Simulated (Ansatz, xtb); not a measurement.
Redistribution: C2H5Br + C5H7N → C3H8 + C4H4BrN

Species: C2H5Br (bromoethane) `CCBr`, singlet; C5H7N (2-methyl-1H-pyrrole) `Cc1ccc[nH]1`, singlet; C3H8 (propane) `CCC`, singlet; C4H4BrN `Brc1ccc[nH]1`, singlet. The partners trade Br for CH3; both sit on C, so the bond types are kept.

Shapes, held fixed at every level: PBE0-D4/def2-TZVP. Programs: Ansatz 0.2.0, xtb 6.7.1. The zero-point and thermal change to 298 K, harmonic and unscaled (PBE0-D4/def2-TZVP), is -0.3 kJ/mol.

| level | kind | ΔH(298 K) (kJ/mol) | less CCSD(T)/def2-TZVPP | CPU time (sum over the molecules) |
| --- | --- | --- | --- | --- |
| GFN2-xTB | semi-empirical | +3.1 | -18.5 | 0.12 s |
| PBE-D4/def2-TZVPP | GGA | +22.0 | +0.4 | 24 s |
| r2SCAN-D4/def2-TZVPP | meta-GGA | +23.7 | +2.1 | 43 s |
| r2SCAN0-D4/def2-TZVPP | global hybrid | +24.8 | +3.2 | 44 s |
| wB97X-V/def2-TZVPP | range-separated hybrid | +22.9 | +1.3 | 66 s |
| MP2/def2-TZVPP | perturbation theory | +17.6 | -4.0 | – |
| CCSD/def2-SVP | coupled cluster or CI | +20.3 | -1.3 | – |
| CCSD(T)/def2-TZVPP | coupled cluster or CI | +21.6 | 0.0 | 21 min |

The highest level, CCSD(T)/def2-TZVPP, gives ΔH(298 K) = +21.6 kJ/mol; the levels span +3.1 to +24.8. The column of differences is taken from that level and isn't an error. No measured value is set beside it here. Relativity is left out for Br unless named. Correlated rows may include outer-core shells of Br, which these sets cover unevenly. Times are processor times on shared x86 and Arm servers, and rough.
